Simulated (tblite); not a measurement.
6-fluoroindole, C₈H₆FN.
SMILES with atom numbers: `[F:1][c:2]1[cH:3][cH:4][c:5]2[cH:6][cH:7][nH:8][c:9]2[cH:10]1` (hydrogens: H11 on C3; H12 on C4; H13 on C6; H14 on C7; H15 on N8; H16 on C10)

Computed with GFN2-xTB (tblite), gas phase: Langevin dynamics at 400 K from the optimised GFN2-xTB geometry, time step 0.5 fs, friction 0.01 fs⁻¹, 2000 steps.

Start geometry:
```
atom  x, y, z in Å
F1     -3.241    1.231    0.305
C2     -2.046    0.614    0.148
C3     -2.046   -0.733   -0.218
C4     -0.854   -1.399   -0.388
C5      0.340   -0.705   -0.189
C6      1.716   -1.060   -0.273
C7      2.433    0.054    0.034
N8      1.587    1.093    0.309
C9      0.300    0.663    0.183
C10    -0.898    1.344    0.358
H11    -2.992   -1.229   -0.363
H12    -0.841   -2.440   -0.670
H13     2.109   -2.022   -0.531
H14     3.497    0.191    0.079
H15     1.869    2.025    0.563
H16    -0.943    2.384    0.640
```

The statistics below take the 31 frames saved every 25 fs from 250 to 1000 fs; their kinetic temperature (all 3N coordinates) averages 409 K.

**Question.** How do the bond lengths spread?

**Answer.** 
```json
{"bond": "F1–C2", "start (Å)": "1.354", "mean (Å)": "1.366", "standard deviation (Å)": "0.022", "shortest (Å)": "1.323", "longest (Å)": "1.412"}
{"bond": "C2–C3", "start (Å)": "1.396", "mean (Å)": "1.389", "standard deviation (Å)": "0.023", "shortest (Å)": "1.331", "longest (Å)": "1.435"}
{"bond": "C3–C4", "start (Å)": "1.376", "mean (Å)": "1.377", "standard deviation (Å)": "0.021", "shortest (Å)": "1.336", "longest (Å)": "1.414"}
{"bond": "C4–C5", "start (Å)": "1.395", "mean (Å)": "1.394", "standard deviation (Å)": "0.023", "shortest (Å)": "1.353", "longest (Å)": "1.438"}
{"bond": "C5–C6", "start (Å)": "1.424", "mean (Å)": "1.450", "standard deviation (Å)": "0.030", "shortest (Å)": "1.390", "longest (Å)": "1.494"}
{"bond": "C6–C7", "start (Å)": "1.360", "mean (Å)": "1.359", "standard deviation (Å)": "0.028", "shortest (Å)": "1.310", "longest (Å)": "1.410"}
{"bond": "C7–N8", "start (Å)": "1.369", "mean (Å)": "1.369", "standard deviation (Å)": "0.030", "shortest (Å)": "1.303", "longest (Å)": "1.444"}
{"bond": "N8–C9", "start (Å)": "1.362", "mean (Å)": "1.374", "standard deviation (Å)": "0.028", "shortest (Å)": "1.306", "longest (Å)": "1.427"}
{"bond": "C9–C10", "start (Å)": "1.390", "mean (Å)": "1.383", "standard deviation (Å)": "0.026", "shortest (Å)": "1.328", "longest (Å)": "1.437"}
{"bond": "C2–C10", "start (Å)": "1.376", "mean (Å)": "1.381", "standard deviation (Å)": "0.023", "shortest (Å)": "1.336", "longest (Å)": "1.418"}
{"bond": "C5–C9", "start (Å)": "1.418", "mean (Å)": "1.417", "standard deviation (Å)": "0.023", "shortest (Å)": "1.373", "longest (Å)": "1.470"}
{"bond": "C3–H11", "start (Å)": "1.078", "mean (Å)": "1.083", "standard deviation (Å)": "0.027", "shortest (Å)": "1.033", "longest (Å)": "1.147"}
{"bond": "C4–H12", "start (Å)": "1.079", "mean (Å)": "1.080", "standard deviation (Å)": "0.027", "shortest (Å)": "1.036", "longest (Å)": "1.140"}
{"bond": "C6–H13", "start (Å)": "1.071", "mean (Å)": "1.075", "standard deviation (Å)": "0.027", "shortest (Å)": "1.026", "longest (Å)": "1.126"}
{"bond": "C7–H14", "start (Å)": "1.073", "mean (Å)": "1.080", "standard deviation (Å)": "0.042", "shortest (Å)": "0.991", "longest (Å)": "1.163"}
{"bond": "N8–H15", "start (Å)": "1.006", "mean (Å)": "1.011", "standard deviation (Å)": "0.025", "shortest (Å)": "0.957", "longest (Å)": "1.059"}
{"bond": "C10–H16", "start (Å)": "1.078", "mean (Å)": "1.080", "standard deviation (Å)": "0.029", "shortest (Å)": "1.035", "longest (Å)": "1.155"}
```

**Question.** How far does each atom move about its mean position (frames aligned on the start, all atoms weighted alike), and what rms force does it feel?

**Answer.** 
| atom | rms displacement (Å) | rms force (eV/Å) |
| --- | --- | --- |
| F1 | 0.17 | 0.94 |
| C2 | 0.07 | 1.71 |
| C3 | 0.08 | 1.77 |
| C4 | 0.08 | 1.90 |
| C5 | 0.12 | 2.15 |
| C6 | 0.11 | 2.17 |
| C7 | 0.08 | 2.47 |
| N8 | 0.10 | 2.04 |
| C9 | 0.10 | 1.86 |
| C10 | 0.10 | 2.10 |
| H11 | 0.18 | 0.91 |
| H12 | 0.19 | 0.99 |
| H13 | 0.21 | 1.11 |
| H14 | 0.19 | 1.58 |
| H15 | 0.22 | 1.07 |
| H16 | 0.18 | 0.96 |

The displacements run from 0.07 to 0.22 Å.

**Question.** How widely does the potential energy scatter, against a harmonic estimate?

**Answer.** Mean 0.68 eV above the start, standard deviation 0.108 eV, range 0.47 to 0.96 eV. For 42 classical harmonic modes at 400 K the canonical values are 42kT/2 = 0.72 eV and kT·√(42/2) = 0.158 eV.

The run is classical and short, so these are rough statistics of one trajectory.

What follows is the cost of the whole dynamics run. The run took 10 s wall on Arm Neoverse V2, one thread (shared host), and the process peaked at 0.18 GiB of memory.
